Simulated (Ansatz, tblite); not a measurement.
Forces on TiBrF₃ at its PBE0-D4/def2-SVP geometry. The state is a singlet with charge 0.

The xTB rows come from tblite.

GFN1-xTB (tblite), largest force 1.24 eV/Å:

```xyz
5
positions Å, forces eV/Å
Ti   -0.092    0.027    0.063   -1.000    0.291    0.681
Br    1.782   -0.518   -1.213    0.221   -0.064   -0.150
F     0.372    1.008    1.397   -0.239   -0.525   -0.717
F    -0.837   -1.407    0.653    0.405    0.762   -0.321
F    -1.226    0.891   -0.900    0.613   -0.463    0.508
```

GFN2-xTB (tblite), largest force 0.83 eV/Å:

```
Ti -0.667 0.194 0.454
Br -0.368 0.107 0.251
F 0.123 -0.301 -0.476
F 0.410 0.273 -0.299
F 0.503 -0.273 0.070
```

ωB97X-V/def2-TZVP (Ansatz), largest force 0.58 eV/Å:

```
Ti 0.438 -0.127 -0.298
Br 0.052 -0.015 -0.035
F 0.151 0.331 0.452
F -0.255 -0.480 0.202
F -0.386 0.292 -0.320
```
